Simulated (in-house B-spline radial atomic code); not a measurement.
Computed with a B-spline radial atomic code. Model: two electrons, singlet ground state, non-relativistic, full CI in B-splines with partial waves to l = 8 (at full coupling up to 3e-4 hartree above the limit, correlation up to 0.6 % small), density held at that of full coupling by Lieb maximisation.

W(λ) is the mean repulsion in the state of coupling λ less the Hartree energy of the fixed density. Its start is exact exchange, its initial slope is twice the second-order Görling-Levy correlation energy, and its area from 0 to 1 is E_xc. A straight curve means weak, dynamic correlation, and a curve that drops fast and flattens means strong correlation.

Command:
```bash
python run_ac.py task.json out
```
Settings (lengths in bohr, energies in hartree):
```
potential              coulomb
strength               0.96
lmax                   8
```

Cost of the run: 89 s on 1 thread of Intel(R) Xeon(R) Processor @ 2.30GHz, with other jobs on the host.

**W = mean repulsion less Hartree energy, and W of three functionals.**

Given: confinement point charge; nuclear charge 0.96; external potential -Z/r.

Computed: PBE exchange minus exact -13.753 millihartree; SCAN exchange minus exact -13.304 millihartree.

| coupling | W xc (hartree) | W xc minus exchange (millihartree) | kinetic minus Kohn-Sham (millihartree) | LDA (PW92) W minus its exchange (millihartree) | PBE W minus its exchange (millihartree) | SCAN W minus its exchange (millihartree) |
| --- | --- | --- | --- | --- | --- | --- |
| 0 | -0.34937 | 0 | 0 | 0 | 0 | 0 |
| 0.02 | ? | ? | ? | ? | ? | ? |
| 0.05 | -0.35624 | -6.872 | 0.17 | -17.87 | -3.41 | -4.16 |
| 0.12 | -0.36476 | -15.391 | 0.89 | -32.26 | -8.21 | -9.37 |
| 0.25 | -0.37791 | -28.539 | 3.29 | -50.67 | -16.61 | -17.75 |
| 0.4 | -0.38993 | -40.565 | 7.16 | -65.98 | -25.31 | -25.93 |
| 0.6 | -0.4024 | -53.03 | 13.34 | -81.39 | -35.4 | -35.09 |
| 0.8 | ? | ? | ? | ? | ? | ? |
| 1 | -0.41983 | -70.463 | 27.02 | -103.26 | -51.6 | -49.38 |
| 1.4 | -0.43152 | -82.151 | 40.91 | -118.71 | -64.11 | -60.16 |
| 2 | -0.44338 | -94.011 | 60.82 | -135.49 | -78.44 | -72.23 |

Problem. What belongs in the row 0.02?

Solution. W xc (hartree): -0.3522; W xc minus exchange (millihartree): -2.835; kinetic minus Kohn-Sham (millihartree): 0.03; LDA (PW92) W minus its exchange (millihartree): -9.17; PBE W minus its exchange (millihartree): -1.34; SCAN W minus its exchange (millihartree): -1.73.

Problem. What belongs in the row 0.8?

Solution. W xc (hartree): -0.41208; W xc minus exchange (millihartree): -62.71; kinetic minus Kohn-Sham (millihartree): 20.07; LDA (PW92) W minus its exchange (millihartree): -93.42; PBE W minus its exchange (millihartree): -44.07; SCAN W minus its exchange (millihartree): -42.79.

Problem. What is the LDA exchange minus exact?

Solution. 38.033 millihartree.

**Energy parts, natural occupations and partial-wave weights.**

Computed: total energy -0.4748 hartree; kinetic part of the DFT correlation energy 0.027024 hartree; initial slope twice GL2 -0.14465 hartree; kinetic part over minus potential part 0.38352; Hartree energy 0.69873 hartree; Kohn-Sham kinetic 0.44773 hartree; Lieb Oxford ratio E_xc over LDA exchange 1.2617.

| natural | occupation of the shell (electrons) |
| --- | --- |
| s | 1.8636 |
| s | 0.11043 |
| p | ? |
| d | 0.00061376 |
| p | 0.00045184 |
| s | 0.00042127 |

Problem. What belongs in the row p?

Solution. occupation of the shell (electrons): 0.024241.

```json
{"wave": "s", "weight": "0.98725"}
{"wave": "p", "weight": "0.012362"}
{"wave": "d", "weight": "?"}
{"wave": "f", "weight": "3.963e-05"}
{"wave": "g", "weight": "8.4422e-06"}
```

Problem. What belongs in the row d?

Solution. weight: 0.00033738.

Problem. What is the correlation energy?

Solution. -0.043439 hartree.

Problem. What is the exchange energy?

Solution. -0.34937 hartree.

Half-way to full coupling W has made 66 % of its drop, against 50 % for a straight line, and second-order (GL2) theory, half the initial slope, overshoots the correlation energy by about 66 %: correlation is strong. Over couplings 0 to 1 the errors in E_xc come to about +13 millihartree for LDA, +0.7 millihartree for PBE, +1.2 millihartree for SCAN, so PBE is nearest. In LDA and PBE and SCAN the errors of exchange and correlation have opposite signs, so the sum is smaller than the larger of the two.
